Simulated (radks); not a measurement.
W, 74 electrons, occupied as [Xe] 4f14 5d4 6s2.

Method: scalar-relativistic Kohn-Sham, BLYP, spin-unpolarised, spherical densities, finite nucleus; Fermi nuclear charge, rms radius 5.3658 fm; computed with a radial shooting solver on a logarithmic mesh with Libxc functionals.

Energy parts (eV):
| part | energy |
|---|---|
| total | -439217.23 |
| kinetic | 483796.03 |
| electron-nucleus | -1085796.75 |
| Hartree | 171588.50 |
| exchange-correlation | -8805.02 |

Orbitals (lengths in bohr, moments of r in powers of bohr):
orbital  occ.  eigenvalue (eV)   <1/r>
1s          2        -69477.09   87.05
2s          2        -11992.34   20.36
2p          6        -10490.86   18.45
3s          2        -2761.583   7.538
3p          6        -2316.758   6.961
3d         10        -1804.275   6.577
4s          2        -569.2924   3.204
4p          6        -423.3288   2.911
4d         10        -238.1406   2.590
5s          2         -78.8805   1.253
5p          6         -43.0271   1.052
4f         14         -32.9785   2.084
6s          2          -5.5944  0.3980
5d          4          -4.3393  0.6419

The highest occupied level is 5d at -4.339 eV. For comparison, the ionisation energy in NIST's Atomic Spectra Database is 7.864 eV (measured). In exact Kohn-Sham theory the highest level is minus the ionisation energy, but local and semilocal functionals leave it too shallow, through self-interaction and a potential that decays too fast; potentials with the right tail come closer. The electron density at the nucleus is 1.517e+06 e/bohr^3 (large components only). Summed over all electrons, <r^2> = 70.08 bohr^2, which gives a Langevin (diamagnetic) susceptibility term of -55.5 x 10^-6 cm^3/mol.

Beside tabulated values, note that spin-unpolarised runs miss the spin-polarisation part of the exchange energy of open shells.
